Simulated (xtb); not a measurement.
xtb input (GFN2-xTB):

```bash
xtb mol.xyz --gfn 2 --ohess tight --chrg -1 --uhf 0
```
mol.xyz:
```
8

F      1.85934837    -0.38521121     0.82799374
C      0.61392053    -0.18833021     0.28556676
C     -0.46738405    -1.13781920     0.39776755
C     -1.45057207    -0.40894835    -0.29131299
O     -1.01986970     0.82682245    -0.75439775
C      0.28313096     0.99211602    -0.32925606
H     -2.44912569    -0.58408240    -0.50439626
H      0.73741213     1.86801894    -0.61963233
```

Output:

```
           -------------------------------------------------
          |                Calculation Setup                |
           -------------------------------------------------

           -------------------------------------------------
          |                 G F N 2 - x T B                 |
           -------------------------------------------------

        Reference                      10.1021/acs.jctc.8b01176
      * Hamiltonian:
        H0-scaling (s, p, d)           1.850000    2.230000    2.230000
        zeta-weighting                 0.500000
      * Dispersion:
        s8                             2.700000
        a1                             0.520000
        a2                             5.000000
        s9                             5.000000
      * Repulsion:
        kExp                           1.500000    1.000000
        rExp                           1.000000
      * Coulomb:
        alpha                          2.000000
        third order                    shell-resolved
        anisotropic                    true
        a3                             3.000000
        a5                             4.000000
        cn-shift                       1.200000
        cn-exp                         4.000000
        max-rad                        5.000000

          ...................................................
          :                      SETUP                      :
          :.................................................:
          :  # basis functions                  26          :
          :  # atomic orbitals                  26          :
          :  # shells                           14          :
          :  # electrons                        32          :
          :  max. iterations                   250          :
          :  Hamiltonian                  GFN2-xTB          :
          :  restarted?                      false          :
          :  GBSA solvation                  false          :
          :  PC potential                    false          :
          :  electronic temp.          300.0000000     K    :
          :  accuracy                    1.0000000          :
          :  -> integral cutoff          0.2500000E+02      :
          :  -> integral neglect         0.1000000E-07      :
          :  -> SCF convergence          0.1000000E-05 Eh   :
          :  -> wf. convergence          0.1000000E-03 e    :
          :  Broyden damping             0.4000000          :
          :  net charge                         -1          :
          :  unpaired electrons                  0          :
          ...................................................

 iter      E             dE          RMSdq      gap      omega  full diag
   1    -18.5694579 -0.185695E+02  0.587E+00    4.22       0.0  T
   2    -18.6236920 -0.542341E-01  0.448E+00    1.86       1.0  T
   3    -18.6464793 -0.227873E-01  0.236E+00    2.96       1.0  T
   4    -18.6463867  0.926504E-04  0.756E-01    2.91       1.0  T
   5    -18.6505402 -0.415350E-02  0.168E-01    2.88       1.0  T
   6    -18.6505245  0.156354E-04  0.130E-01    2.85       1.0  T
[...]
      molecular mass/u    :       85.0566332
   center of mass at/Å    :        0.0542177      -0.0087772       0.0365381
  moments of inertia/u·Å² :        0.5308973E+02   0.1447009E+03   0.1977906E+03
rotational constants/cm⁻¹ :        0.3175310E+00   0.1164999E+00   0.8522971E-01

 * 6 selected distances

     #   Z          #   Z                                           value/Å
     3   6 C        4   6 C                                       1.3621577
     4   6 C        5   8 O                                       1.4160321 (max)
Molecule has the following symmetry elements: (sigma)
It seems to be the Cs point group
     2   6 C        6   6 C                                       1.3600076
     5   8 O        6   6 C                                       1.3546668
     4   6 C        7   1 H                                       1.0833111
     6   6 C        8   1 H                                       1.0785940 (min)

 * 3 distinct bonds (by element types)

   Z      Z             #   av. dist./Å        max./Å        min./Å
   1 H    6 C           2     1.0809525     1.0833111     1.0785940
   6 C    6 C           2     1.3610827     1.3621577     1.3600076
   6 C    8 O           2     1.3853494     1.4160321     1.3546668

           -------------------------------------------------
          |               Frequency Printout                |
           -------------------------------------------------
 projected vibrational frequencies (cm⁻¹)
eigval :       -0.00    -0.00    -0.00     0.00     0.00     0.00
eigval :      305.63   371.07   544.73   593.54   602.69   664.33
eigval :      744.98   810.43   879.76   941.32  1106.74  1139.64
eigval :     1196.78  1251.63  1407.73  1526.64  3010.11  3052.83
 reduced masses (amu)
   1: 13.25   2: 15.86   3: 16.40   4: 12.71   5: 13.85   6: 12.60   7: 13.19   8: 14.24
   9: 12.09  10: 16.32  11: 12.18  12:  3.01  13:  2.95  14: 13.17  15: 11.92  16: 11.81
  17:  6.75  18:  4.49  19: 11.75  20: 10.46  21: 10.75  22: 11.75  23:  1.84  24:  1.84
 IR intensities (km·mol⁻¹)
   1: 11.97   2:  5.41   3:  4.49   4: 13.77   5:  5.91   6:  2.98   7:  1.55   8:  1.23
   9:  0.13  10: 14.39  11: 16.57  12:  0.01  13:  5.34  14: 24.64  15: 31.22  16: 67.00
  17: 15.45  18: 22.86  19:248.04  20: 52.08  21: 63.17  22: 16.10  23:269.08  24:123.50
 Raman intensities (Ä⁴*amu⁻¹)
   1:  0.00   2:  0.00   3:  0.00   4:  0.00   5:  0.00   6:  0.00   7:  0.00   8:  0.00
   9:  0.00  10:  0.00  11:  0.00  12:  0.00  13:  0.00  14:  0.00  15:  0.00  16:  0.00
  17:  0.00  18:  0.00  19:  0.00  20:  0.00  21:  0.00  22:  0.00  23:  0.00  24:  0.00
 output can be read by thermo (or use thermo option).
 writing <g98.out> molden fake output.
 recommended (thermochemical) frequency scaling factor: 1.0
           -------------------------------------------------
          |             Thermodynamic Functions             |
           -------------------------------------------------

cs  symmetry found (for desy threshold:  0.10E+00) used in thermo

          ...................................................
          :                      SETUP                      :
          :.................................................:
          :  # frequencies                          18      :
          :  # imaginary freq.                       0      :
          :  linear?                             false      :
          :  only rotor calc.                    false      :
          :  symmetry                               cs      :
          :  rotational number                       1      :
          :  scaling factor                  1.0000000      :
          :  rotor cutoff                   50.0000000 cm⁻¹ :
          :  imag. cutoff                  -20.0000000 cm⁻¹ :
          :.................................................:

    mode    ω/cm⁻¹     T·S(HO)/kcal·mol⁻¹    T·S(FR)/kcal·mol⁻¹   T·S(vib)
   ------------------------------------------------------------------------
   ------------------------------------------------------------------------

   temp. (K)  partition function   enthalpy   heat capacity  entropy
                                   cal/mol     cal/K/mol   cal/K/mol   J/K/mol
 298.15  VIB   2.14                 1103.317     10.744      5.217
         ROT  0.942E+05              888.752      2.981     25.741
         INT  0.202E+06             1992.069     13.725     30.958
         TR   0.759E+27             1481.254      4.968     39.218
         TOT                        3473.3230    18.6930    70.1753   293.6137

       T/K    H(0)-H(T)+PV         H(T)/Eh          T*S/Eh         G(T)/Eh
   ------------------------------------------------------------------------
Note: The following floating-point exceptions are signalling: IEEE_UNDERFLOW_FLAG IEEE_DENORMAL
normal termination of xtb
    298.15    0.553509E-02    0.514415E-01    0.333426E-01    0.180989E-01
   ------------------------------------------------------------------------

         :::::::::::::::::::::::::::::::::::::::::::::::::::::
         ::                  THERMODYNAMIC                  ::
         :::::::::::::::::::::::::::::::::::::::::::::::::::::
         :: total free energy         -18.468956937289 Eh   ::
         ::.................................................::
         :: total energy              -18.487055870429 Eh   ::
         :: zero point energy           0.045906412833 Eh   ::
         :: G(RRHO) w/o ZPVE           -0.027807479694 Eh   ::
         :: G(RRHO) contrib.            0.018098933140 Eh   ::
         :::::::::::::::::::::::::::::::::::::::::::::::::::::

optimized geometry written to: xtbopt.xyz

           -------------------------------------------------
          | TOTAL ENERGY              -18.487055870429 Eh   |
          | TOTAL ENTHALPY            -18.435614364999 Eh   |
          | TOTAL FREE ENERGY         -18.468956937289 Eh   |
          | GRADIENT NORM               0.000205877844 Eh/α |
          | HOMO-LUMO GAP               3.011841059505 eV   |
           -------------------------------------------------

------------------------------------------------------------------------
------------------------------------------------------------------------
 total:
 SCF:
 ANC optimizer:
 analytical hessian:
```

It need not be the lowest isomer of its formula. Whether it binds its extra electron was not tested at this geometry.
